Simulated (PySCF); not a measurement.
# Bonding in `FC[SiH2]C#C[SiH3]`

Compound: C₃H₇FSi₂.
Numbering: `[F:1][CH2:2][SiH2:3][C:4]#[C:5][SiH3:6]` (hydrogens: H7, H8 on C2; H9, H10 on Si3; H11, H12, H13 on Si6)

Geometry (GFN2-xTB, Å), atoms numbered from 1 in this order:
```xyz
13
C3H7FSi2 angstrom
F     -3.8060   -0.3427    0.7873
C     -2.4678   -0.6139    0.5705
Si    -1.4541    1.0183    0.5477
C      0.2935    0.4912    0.2524
C      1.4427    0.1607    0.0578
Si     3.1963   -0.3559   -0.2375
H     -2.1589   -1.2903    1.3718
H     -2.4132   -1.1580   -0.3764
H     -1.9310    1.8612   -0.5518
H     -1.5791    1.6769    1.8506
H      3.8541   -0.4837    1.0649
H      3.8394    0.6783   -1.0511
H      3.1796   -1.6416   -0.9396
```

Bond orders from the PBE0/pcSseg-1 density (PySCF). Geometry: GFN2-xTB, one conformer, isolated molecule.

Q: How far do the computed orders between heavy atoms stray from the drawn ones?

A: The largest departure is 0.508, at C4–C5 (drawn triple, 2.492). Drawn single, order below 0.88: F1–C2 (0.841). Drawn double or triple, more than 0.30 short of the drawn order: C4–C5 (2.492).

Q: Give the Mayer order of every bond between heavy atoms, beside its length.

A: 
```csv
bond,drawn as,length (Å),Mayer order
F1–C2,single,1.383,0.841
C2–Si3,single,1.921,0.906
Si3–C4,single,1.849,0.939
C4–C5,triple,1.212,2.492
C5–Si6,single,1.852,0.959
```

Bonds between the same two heavy elements. C–Si: lowest C2–Si3 (0.906, 1.921 Å), highest C5–Si6 (0.959, 1.852 Å).

Q: And the bonds to hydrogen?

A: C–H: 0.95 (2 bonds); H–Si: 0.94 (5 bonds).

Q: Sum the orders of all bonds at each heavy atom with more than one neighbour and set the sums beside the valence in the SMILES.

A: C2 3.639 (drawn 4), Si3 3.733 (drawn 4), C4 3.431 (drawn 4), C5 3.451 (drawn 4), Si6 3.766 (drawn 4). Orders between atoms that aren't bonded are not in these sums.

For a closed shell the Mayer order of atoms A and B is Σ (PS)μν (PS)νμ over the basis functions μ on A and ν on B, with P the density and S the overlap matrix.
